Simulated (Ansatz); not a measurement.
A short molecular-dynamics run on `[CH3][Sb]1[CH2][GaH]1`.

```yaml
crystal:
  periodic: [false, false, false]
  atoms:
    - {symbol: C, position_ang: [0.521666, 1.649505, -0.223085]}
    - {symbol: Sb, position_ang: [0.981759, 0.067053, 1.210685]}
    - {symbol: C, position_ang: [-0.909166, -1.068993, 0.742199]}
    - {symbol: Ga, position_ang: [0.392601, -1.684022, -0.566447]}
    - {symbol: H, position_ang: [-0.032043, 2.427826, 0.302869]}
    - {symbol: H, position_ang: [-0.083810, 1.295059, -1.058404]}
    - {symbol: H, position_ang: [1.451689, 2.065776, -0.609139]}
    - {symbol: H, position_ang: [-1.760560, -0.443796, 0.483146]}
    - {symbol: H, position_ang: [-1.153653, -1.753577, 1.553752]}
    - {symbol: H, position_ang: [0.591506, -2.554822, -1.835586]}
basis:
  gaussian: {orbitals: def2-SVP}
hamiltonian: {xc: {name: revPBE}, dispersion: d4}
md: {timestep: 2 fs, n_steps: 20, ensemble: nvt_nose_hoover, temperature: 700, initial_velocities: maxwell_boltzmann, seed: 195}
```

```sh
$ ansatz run in.yaml --threads 4 --pin off --events-out ev --progress --plain --max-ram 10444MiB
```

```
step  time (fs)  potential energy (eV)  kinetic (eV)  T (K)  conserved (eV)
   0        0.0            -61075.4785        0.7239    700     -61074.7546
   1        2.0            -61075.3717        0.6271    606     -61074.7447
   2        4.0            -61075.1678        0.4320    418     -61074.7358
   3        6.0            -61075.0261        0.2966    287     -61074.7297
   4        8.0            -61075.0240        0.2922    283     -61074.7323
   5       10.0            -61075.1323        0.3917    379     -61074.7415
   6       12.0            -61075.2280        0.4848    469     -61074.7450
   7       14.0            -61075.2168        0.4732    458     -61074.7464
   8       16.0            -61075.1218        0.3909    378     -61074.7346
   9       18.0            -61075.0816        0.3473    336     -61074.7390
  10       20.0            -61075.0577        0.3271    316     -61074.7364
  11       22.0            -61075.0817        0.3568    345     -61074.7319
  12       24.0            -61075.1763        0.4337    419     -61074.7511
  13       26.0            -61075.1456        0.4180    404     -61074.7379
  14       28.0            -61075.1149        0.3858    373     -61074.7413
  15       30.0            -61075.0602        0.3304    320     -61074.7438
  16       32.0            -61074.9573        0.2497    241     -61074.7233
  17       34.0            -61075.0201        0.2903    281     -61074.7471
  18       36.0            -61075.0256        0.3095    299     -61074.7355
  19       38.0            -61075.0665        0.3560    344     -61074.7322
  20       40.0            -61075.1864        0.4617    446     -61074.7494
```

Velocities are drawn at the set temperature; a run this short doesn't reach equilibrium.

Frames (Å, forces in eV/Å):

```xyz
10
time=0.0 fs
C     0.522    1.650   -0.223   -0.006   -0.109    0.006
Sb    0.982    0.067    1.211    0.643    0.081    0.746
C    -0.909   -1.069    0.742    0.004   -0.065   -0.178
Ga    0.393   -1.684   -0.566    0.143   -0.187   -0.280
H    -0.032    2.428    0.303   -0.304    0.420    0.278
H    -0.084    1.295   -1.058   -0.323   -0.169   -0.454
H     1.452    2.066   -0.609    0.497    0.230   -0.214
H    -1.761   -0.444    0.483   -0.520    0.344   -0.155
H    -1.154   -1.754    1.554   -0.154   -0.398    0.463
H     0.592   -2.555   -1.836    0.020   -0.149   -0.212
10
time=2.0 fs
C     0.530    1.669   -0.223   -1.750    0.065   -0.062
Sb    0.982    0.067    1.212    0.779    0.241    0.607
C    -0.900   -1.089    0.739   -0.789    1.020   -0.593
Ga    0.388   -1.687   -0.565    0.452   -0.428   -0.940
H    -0.080    2.469    0.271    0.450   -0.194    0.037
H    -0.082    1.390   -1.107   -0.107   -0.417    0.067
H     1.421    2.068   -0.658    1.306    0.648   -0.201
H    -1.698   -0.344    0.442    0.221   -0.873    0.416
H    -1.113   -1.804    1.533   -0.495   -0.164    0.462
H     0.635   -2.554   -1.872   -0.069    0.101    0.207
10
time=4.0 fs
C     0.533    1.689   -0.224   -1.357    0.705   -1.222
Sb    0.982    0.067    1.214    0.890    0.383    0.483
C    -0.894   -1.106    0.734   -1.053    1.012   -0.167
Ga    0.385   -1.690   -0.564    0.727   -0.587   -1.431
H    -0.111    2.503    0.240    0.858   -0.438    0.036
H    -0.083    1.468   -1.153    0.197   -0.582    0.637
H     1.441    2.096   -0.714    0.230    0.189    0.583
H    -1.628   -0.278    0.417    0.216   -1.488    0.688
H    -1.091   -1.861    1.531   -0.558    0.551   -0.105
H     0.677   -2.550   -1.901   -0.150    0.254    0.499
10
time=6.0 fs
C     0.532    1.710   -0.228   -0.276    0.772   -1.991
Sb    0.983    0.068    1.215    0.953    0.511    0.357
C    -0.891   -1.120    0.728   -0.514    0.212    0.388
Ga    0.381   -1.693   -0.564    0.912   -0.608   -1.637
H    -0.108    2.521    0.211    0.679   -0.111    0.342
H    -0.078    1.525   -1.175    0.222   -0.743    0.690
H     1.470    2.131   -0.748   -0.678   -0.251    1.165
H    -1.548   -0.269    0.418   -0.561   -0.995    0.494
H    -1.091   -1.897    1.524   -0.547    0.944   -0.388
H     0.712   -2.535   -1.910   -0.189    0.269    0.579
10
time=8.0 fs
C     0.530    1.735   -0.239    0.469    0.142   -1.618
Sb    0.984    0.068    1.217    0.938    0.619    0.225
C    -0.889   -1.133    0.724    0.513   -0.745    0.609
Ga    0.378   -1.697   -0.564    0.981   -0.483   -1.543
H    -0.080    2.534    0.194    0.149    0.461    0.727
H    -0.064    1.553   -1.170   -0.089   -0.844    0.191
H     1.472    2.156   -0.738   -0.567   -0.286    1.058
H    -1.491   -0.298    0.438   -1.663    0.355   -0.031
H    -1.111   -1.897    1.502   -0.565    0.635   -0.043
H     0.741   -2.511   -1.898   -0.166    0.145    0.426
10
time=10.0 fs
C     0.529    1.760   -0.255   -0.040   -0.391   -0.163
Sb    0.985    0.069    1.219    0.833    0.684    0.097
C    -0.886   -1.148    0.721    0.514    0.056    0.041
Ga    0.376   -1.701   -0.566    0.941   -0.241   -1.199
H    -0.046    2.564    0.206   -0.079    0.409    0.674
H    -0.053    1.548   -1.158   -0.436   -0.772   -0.370
H     1.453    2.170   -0.687    0.531    0.077    0.331
H    -1.497   -0.313    0.457   -1.558    0.423   -0.168
H    -1.154   -1.872    1.479   -0.631   -0.149    0.698
H     0.763   -2.480   -1.869   -0.075   -0.095    0.058
10
time=12.0 fs
C     0.528    1.783   -0.272   -1.164   -0.418    0.970
Sb    0.986    0.069    1.221    0.658    0.700   -0.009
C    -0.881   -1.163    0.719   -0.873    1.450   -0.069
Ga    0.374   -1.705   -0.568    0.845    0.021   -0.750
H    -0.015    2.611    0.243    0.045   -0.314    0.101
H    -0.059    1.514   -1.160   -0.254   -0.362   -0.206
H     1.454    2.187   -0.623    1.366    0.328   -0.327
H    -1.563   -0.313    0.470   -0.288   -0.778    0.031
H    -1.220   -1.853    1.482   -0.386   -0.258    0.654
H     0.782   -2.454   -1.837    0.051   -0.369   -0.394
10
time=14.0 fs
C     0.524    1.806   -0.286   -0.383   -0.049    0.899
Sb    0.988    0.071    1.223    0.444    0.685   -0.103
C    -0.879   -1.174    0.717   -2.237    1.362    0.874
Ga    0.372   -1.709   -0.570    0.776    0.145   -0.452
H     0.017    2.645    0.284    0.000   -0.763   -0.393
H    -0.074    1.467   -1.170    0.251    0.247    0.345
H     1.507    2.217   -0.571    0.153   -0.236   -0.290
H    -1.639   -0.342    0.483    0.549   -1.177   -0.013
H    -1.301   -1.844    1.511    0.331    0.293   -0.231
H     0.803   -2.441   -1.821    0.118   -0.507   -0.636
10
time=16.0 fs
C     0.518    1.828   -0.296    1.026   -0.155    0.787
Sb    0.990    0.072    1.225    0.209    0.646   -0.204
C    -0.885   -1.180    0.717   -2.487    0.703    1.475
Ga    0.371   -1.713   -0.573    0.774    0.053   -0.445
H     0.050    2.650    0.310   -0.317   -0.578   -0.448
H    -0.080    1.428   -1.167    0.466    0.647    0.504
H     1.567    2.238   -0.531   -1.124   -0.722   -0.275
H    -1.695   -0.416    0.497    0.532   -0.585   -0.297
H    -1.370   -1.824    1.530    0.882    0.385   -0.629
H     0.829   -2.448   -1.829    0.040   -0.394   -0.467
10
time=18.0 fs
C     0.515    1.849   -0.304    1.819   -0.803    1.004
Sb    0.992    0.073    1.226   -0.044    0.591   -0.317
C    -0.898   -1.184    0.722   -1.343    0.060    1.258
Ga    0.370   -1.716   -0.576    0.782   -0.142   -0.565
H     0.071    2.633    0.320   -0.746    0.059   -0.078
H    -0.069    1.414   -1.145    0.218    0.608    0.078
H     1.583    2.231   -0.501   -1.205   -0.664   -0.436
H    -1.731   -0.512    0.499   -0.257    0.563   -0.729
H    -1.405   -1.789    1.526    0.913   -0.146   -0.162
H     0.856   -2.470   -1.855   -0.136   -0.127   -0.054
10
time=20.0 fs
C     0.518    1.869   -0.309    1.197   -1.333    1.724
Sb    0.993    0.075    1.228   -0.289    0.537   -0.440
C    -0.915   -1.188    0.731   -0.227    0.337    0.220
Ga    0.370   -1.720   -0.580    0.743   -0.291   -0.598
H     0.063    2.619    0.326   -0.843    0.401    0.134
H    -0.048    1.424   -1.119   -0.285    0.235   -0.616
H     1.553    2.198   -0.488    0.058   -0.086   -0.670
H    -1.776   -0.588    0.473   -0.537    1.000   -0.897
H    -1.405   -1.759    1.515    0.480   -0.921    0.832
H     0.878   -2.497   -1.883   -0.297    0.122    0.311
10
time=22.0 fs
C     0.526    1.883   -0.309   -0.711   -1.518    2.316
Sb    0.995    0.077    1.230   -0.486    0.507   -0.571
C    -0.934   -1.190    0.741   -0.757    0.953   -0.599
Ga    0.370   -1.725   -0.584    0.655   -0.336   -0.474
H     0.022    2.619    0.337   -0.313    0.067   -0.239
H    -0.039    1.443   -1.117   -0.397    0.089   -0.684
H     1.526    2.162   -0.501    1.587    0.587   -0.804
H    -1.842   -0.625    0.412    0.480    0.306   -0.364
H    -1.387   -1.765    1.536    0.319   -0.915    0.938
H     0.889   -2.520   -1.900   -0.376    0.259    0.483
10
time=24.0 fs
C     0.530    1.893   -0.301   -0.494   -1.381    1.503
Sb    0.997    0.079    1.231   -0.644    0.503   -0.708
C    -0.954   -1.190    0.749   -1.429    0.507   -0.330
Ga    0.371   -1.729   -0.588    0.487   -0.252   -0.164
H    -0.030    2.623    0.339    0.315   -0.197   -0.550
H    -0.045    1.465   -1.141    0.017    0.287   -0.009
H     1.559    2.149   -0.544    0.367    0.500   -0.328
H    -1.890   -0.650    0.338    1.177   -0.234    0.340
H    -1.356   -1.806    1.593    0.561    0.003   -0.192
H     0.885   -2.532   -1.898   -0.357    0.264    0.439
10
time=26.0 fs
C     0.534    1.899   -0.288    0.621   -1.385    0.155
Sb    0.998    0.081    1.232   -0.783    0.507   -0.844
C    -0.980   -1.188    0.755   -0.792   -0.260   -0.002
Ga    0.372   -1.734   -0.592    0.225   -0.027    0.340
H    -0.070    2.618    0.320    0.566   -0.030   -0.402
H    -0.050    1.498   -1.166    0.348    0.333    0.530
H     1.606    2.155   -0.600   -1.298    0.252    0.365
H    -1.893   -0.684    0.276    0.889   -0.202    0.677
H    -1.304   -1.846    1.643    0.468    0.674   -1.009
H     0.868   -2.534   -1.879   -0.246    0.138    0.189
10
time=28.0 fs
C     0.539    1.900   -0.274    1.028   -1.513   -0.547
Sb    0.999    0.083    1.233   -0.900    0.507   -0.972
C    -1.008   -1.187    0.762    1.072   -0.817    0.049
Ga    0.373   -1.738   -0.596   -0.082    0.304    0.956
H    -0.089    2.613    0.286    0.451    0.370    0.046
H    -0.042    1.544   -1.171    0.271    0.039    0.477
H     1.603    2.170   -0.642   -1.488    0.222    0.707
H    -1.861   -0.727    0.240   -0.303    0.318    0.404
H    -1.233   -1.861    1.654    0.026    0.656   -0.912
H     0.841   -2.532   -1.852   -0.075   -0.087   -0.206
10
time=30.0 fs
C     0.548    1.896   -0.263    0.284   -1.462   -0.090
Sb    1.000    0.086    1.234   -0.971    0.510   -1.078
C    -1.033   -1.188    0.769    2.757   -0.529   -0.679
Ga    0.374   -1.743   -0.599   -0.333    0.618    1.459
H    -0.091    2.622    0.253    0.333    0.513    0.370
H    -0.024    1.592   -1.157   -0.153   -0.437   -0.060
H     1.544    2.194   -0.657   -0.196    0.450    0.495
H    -1.841   -0.757    0.220   -1.302    0.732    0.007
H    -1.162   -1.851    1.631   -0.489   -0.098    0.137
H     0.811   -2.532   -1.834    0.071   -0.297   -0.561
10
time=32.0 fs
C     0.557    1.888   -0.251   -1.289   -1.235    0.817
Sb    1.001    0.089    1.234   -0.985    0.521   -1.137
C    -1.049   -1.191    0.774    2.475    0.551   -2.190
Ga    0.375   -1.747   -0.602   -0.442    0.731    1.585
H    -0.079    2.650    0.234    0.400    0.156    0.384
H    -0.011    1.622   -1.145   -0.441   -0.722   -0.381
H     1.477    2.236   -0.653    1.578    0.816   -0.087
H    -1.871   -0.759    0.200   -0.643    0.290    0.564
H    -1.109   -1.845    1.612   -0.749   -0.783    1.059
H     0.784   -2.544   -1.837    0.097   -0.327   -0.614
10
time=34.0 fs
C     0.563    1.876   -0.237   -0.859   -0.305    0.164
Sb    1.001    0.092    1.234   -0.972    0.513   -1.123
C    -1.057   -1.193    0.772    1.615    0.318   -1.890
Ga    0.375   -1.750   -0.603   -0.427    0.597    1.301
H    -0.053    2.684    0.230    0.362   -0.307    0.331
H    -0.015    1.626   -1.148   -0.167   -0.603    0.034
H     1.470    2.308   -0.653    0.876    0.215    0.177
H    -1.926   -0.750    0.201    0.291   -0.216    1.153
H    -1.085   -1.868    1.634   -0.730   -0.074    0.166
H     0.761   -2.568   -1.863    0.010   -0.137   -0.313
10
time=36.0 fs
C     0.565    1.862   -0.222    0.348    0.779   -0.922
Sb    1.001    0.095    1.233   -0.943    0.449   -1.044
C    -1.059   -1.193    0.764    1.288   -0.439   -0.788
Ga    0.375   -1.754   -0.604   -0.378    0.367    0.863
H    -0.012    2.707    0.239    0.112   -0.555    0.338
H    -0.026    1.606   -1.150    0.244   -0.311    0.564
H     1.496    2.390   -0.646   -0.544   -0.880    0.653
H    -1.970   -0.749    0.247    0.546   -0.271    1.090
H    -1.088   -1.895    1.663   -0.578    0.733   -0.863
H     0.738   -2.598   -1.902   -0.097    0.127    0.109
10
time=38.0 fs
C     0.569    1.851   -0.210    0.889    1.101   -1.039
Sb    1.001    0.098    1.233   -0.896    0.328   -0.930
C    -1.058   -1.195    0.753    1.469   -0.780   -0.172
Ga    0.375   -1.757   -0.605   -0.356    0.205    0.509
H     0.033    2.709    0.260   -0.277   -0.522    0.407
H    -0.027    1.574   -1.130    0.321   -0.093    0.586
H     1.502    2.437   -0.613   -0.838   -1.379    0.582
H    -1.993   -0.759    0.335    0.144    0.077    0.528
H    -1.114   -1.893    1.658   -0.299    0.745   -0.895
H     0.711   -2.622   -1.937   -0.158    0.317    0.424
10
time=40.0 fs
C     0.576    1.844   -0.202    0.662    0.686   -0.117
Sb    1.000    0.101    1.232   -0.832    0.152   -0.800
C    -1.052   -1.199    0.742    1.591   -0.335   -0.526
Ga    0.375   -1.760   -0.605   -0.371    0.172    0.326
H     0.068    2.690    0.298   -0.629   -0.375    0.445
H    -0.016    1.539   -1.087    0.001   -0.042    0.052
H     1.476    2.432   -0.558   -0.014   -1.053    0.046
H    -2.010   -0.766    0.443   -0.261    0.471   -0.061
H    -1.152   -1.863    1.619    0.015   -0.056    0.091
H     0.678   -2.635   -1.955   -0.163    0.379    0.544
```

Hardware: 4 threads of an Arm Neoverse V2 on a shared host. Wall time 26 s, peak host memory 0.18 GiB.
